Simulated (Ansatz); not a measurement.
Computed with Ansatz on PBE0-D4/def2-TZVP structures; ΔE is electronic, products minus reactants. CCSD(T)/CBS adds triple-zeta CCSD(T) − MP2 to the extrapolated MP2 energy (def2 sets, frozen cores). This one scheme is used for every species. Functionals use def2-TZVPP. B3LYP here is the variant with VWN-RPA as its local correlation; programs differ in this. For Ge, Se outer-core shells are correlated without core-valence functions, which leaves a few kJ/mol of doubt a bond. Scalar relativity is left out up to krypton. One conformer a species, not always the lowest.

Consider the substitution at a C–O bond: `CO[Si](C)(O)F` + `[OH][GeH2][SeH]` → `C[Se][GeH2][OH]` + `C[Si](O)(O)F`.

```json
{"level": "PBE-D4", "ΔE (kJ/mol)": "-50.8", "difference from CCSD(T)/CBS": "2.8"}
{"level": "r2SCAN-D4", "ΔE (kJ/mol)": "-49.4", "difference from CCSD(T)/CBS": "4.2"}
{"level": "PBE0-D4", "ΔE (kJ/mol)": "-49.9", "difference from CCSD(T)/CBS": "3.7"}
{"level": "B3LYP-D4", "ΔE (kJ/mol)": "-45.7", "difference from CCSD(T)/CBS": "7.9"}
{"level": "ωB97X-V", "ΔE (kJ/mol)": "-45.0", "difference from CCSD(T)/CBS": "8.6"}
{"level": "PBE", "ΔE (kJ/mol)": "-50.2", "difference from CCSD(T)/CBS": "3.4"}
{"level": "r2SCAN", "ΔE (kJ/mol)": "-49.5", "difference from CCSD(T)/CBS": "4.1"}
{"level": "PBE0", "ΔE (kJ/mol)": "-49.4", "difference from CCSD(T)/CBS": "4.2"}
{"level": "HF/def2-TZVPP", "ΔE (kJ/mol)": "-35.9", "difference from CCSD(T)/CBS": "17.7"}
{"level": "MP2/def2-TZVPP", "ΔE (kJ/mol)": "-59.5", "difference from CCSD(T)/CBS": "-5.9"}
{"level": "SCS-MP2/def2-TZVPP", "ΔE (kJ/mol)": "-53.3", "difference from CCSD(T)/CBS": "0.3"}
{"level": "HF/def2-QZVPP", "ΔE (kJ/mol)": "-35.1", "difference from CCSD(T)/CBS": "18.5"}
{"level": "MP2/def2-QZVPP", "ΔE (kJ/mol)": "-60.5", "difference from CCSD(T)/CBS": "-6.9"}
{"level": "SCS-MP2/def2-QZVPP", "ΔE (kJ/mol)": "-54.4", "difference from CCSD(T)/CBS": "-0.8"}
{"level": "MP2/CBS(def2)", "ΔE (kJ/mol)": "-61.8", "difference from CCSD(T)/CBS": "-8.2"}
{"level": "CCSD/CBS(def2)", "ΔE (kJ/mol)": "-51.4", "difference from CCSD(T)/CBS": "2.2"}
{"level": "CCSD(T)/CBS", "ΔE (kJ/mol)": "-53.6", "difference from CCSD(T)/CBS": "0"}
```

Largest T1 diagnostic among the species: 0.011.

In def2-TZVPP, CCSD(T) changes the Hartree–Fock value by −15.3 kJ/mol (the triples alone add −2.2 kJ/mol) and MP2 by −23.5 kJ/mol.
